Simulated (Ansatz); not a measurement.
Single points on the cluster Hf4.

```yaml
crystal:
  periodic: [false, false, false]
  atoms:
    - {symbol: Hf, position_ang: [2.296070, 0.172364, -0.353603]}
    - {symbol: Hf, position_ang: [-2.295880, -0.172412, 0.354883]}
    - {symbol: Hf, position_ang: [0.092468, -1.365057, -0.064838]}
    - {symbol: Hf, position_ang: [-0.092658, 1.365104, 0.063558]}
basis:
  gaussian: {orbitals: def2-TZVP, initial_orbitals: start.molden}
hamiltonian: {xc: r2scan, dispersion: d4}
scf: {omitted_lower_state_checks: [starts]}
output: {orbitals: {seedname: orbitals}}
```

The file start.molden holds the orbitals of an earlier run on this structure, at another level or in another basis.

```sh
$ ansatz run in.yaml --threads 4 --pin off --events-out ev --progress --plain --max-ram 3916MiB
```

It prints (some lines left out):

```
Functional definition: r2SCAN
1380 factors; their error is unknown
mean field evaluation 1: about -5219.9145 eV, gradient 4.1e0 eV
mean field evaluation 2: about -5219.9825 eV, gradient 9.4e-2 eV
mean field evaluation 4: about -5219.9652 eV, gradient 8.4e-4 eV
mean field evaluation 8: about -5219.9652 eV, gradient 6.5e-6 eV
mean field evaluation 16: about -5219.9652 eV, gradient 5.9e-6 eV
mean field -5219.96518748 eV, -191.8301824204 hartree, gradient 5.9e-6 eV, S^2 0.000000; 0 other end points of the search recorded, 0 dependent functions left out
reference -5219.96519905 eV, -191.8301828455 hartree; 24, 24 occupied and 136, 136 virtual orbitals, 1380 factors
Total energy: -5219.99138743 eV, -191.8311452507 hartree
Checks for a lower state left out: starts
```

Run time 9 s (4 threads of Arm Neoverse V1 on a shared host).

First input, but with `hamiltonian: {xc: {name: PBE-QIDH}}` and without the key `output` (abridged; 13 s):

```
Functional definition: PBE-QIDH
mean field evaluation 16: about -5191.7779 eV, gradient 1.7e-4 eV
mean field -5191.77789978 eV, -190.7943187035 hartree, gradient 7.0e-6 eV, S^2 0.000000; unrestricted orbitals would lower it
second order -43.49531147 eV of doubles, -0.00000000 eV of singles
Total energy: -5206.27634749 eV, -191.3271268293 hartree
Checks for a lower state left out: starts
```

First input, but with `hamiltonian: {xc: pbe, dispersion: d4}`, `output: {forces: true, orbitals: {seedname: orbitals}}` (abridged; 6 s):

```
Functional definition: PBE
mean field -5221.36096330 eV, -191.8814762358 hartree, gradient 2.6e-6 eV, S^2 0.000000
Total energy: -5221.53682555 eV, -191.8879390544 hartree
Atom 0 force    -0.074418    -0.005645     0.010620 eV/Å
Atom 1 force     0.074378     0.005724    -0.012330 eV/Å
Atom 2 force    -0.005614     0.085505     0.004852 eV/Å
Atom 3 force     0.005655    -0.085584    -0.003142 eV/Å
Dipole moment:     0.000084    -0.000019     0.000521 e Å
Checks for a lower state left out: starts
```

As the first input, with `hamiltonian: {xc: pbe0, dispersion: d4}` (abridged; 12 s):

```
Functional definition: PBE0
mean field evaluation 16: about -5216.1826 eV, gradient 4.8e-5 eV
mean field -5216.18257291 eV, -191.6911738990 hartree, gradient 6.6e-6 eV, S^2 0.000000
Total energy: -5216.33537464 eV, -191.6967892591 hartree
Checks for a lower state left out: starts
```

First input, but with `hamiltonian: {xc: {name: BLYP}, dispersion: d4}` (abridged; 9 s):

```
Functional definition: BLYP
mean field evaluation 16: about -5216.4155 eV, gradient 5.4e-6 eV
mean field -5216.41546269 eV, -191.6997324405 hartree, gradient 5.4e-6 eV, S^2 0.000000
Total energy: -5216.72764080 eV, -191.7112047743 hartree
Checks for a lower state left out: starts
```

Geometry: PBE-D4/def2-SVP.

In the def2 sets Hf takes a core potential; there is no spin–orbit coupling. Correlated methods freeze no core orbitals; core or outer-core shells of Hf are correlated, in sets that lack core-valence functions. The restricted singlet is unstable towards broken spin symmetry at other levels; at r2SCAN-D4/def2-TZVP, PBE-D4/def2-TZVP, PBE0-D4/def2-TZVP, BLYP-D4/def2-TZVP this wasn't settled. At PBE-QIDH/def2-TZVP the restricted singlet (for correlated methods, its reference) is unstable: a solution with broken spin symmetry lies lower. No other spin state of charge 0 was run. The geometry of the singlet was relaxed on an unsound state (restricted singlet, unstable towards broken spin symmetry at other levels and untested here). Another isomer (quintet) lies 1.39 eV lower at PBE0-D4/def2-TZVP; other spin states weren't run for this one.
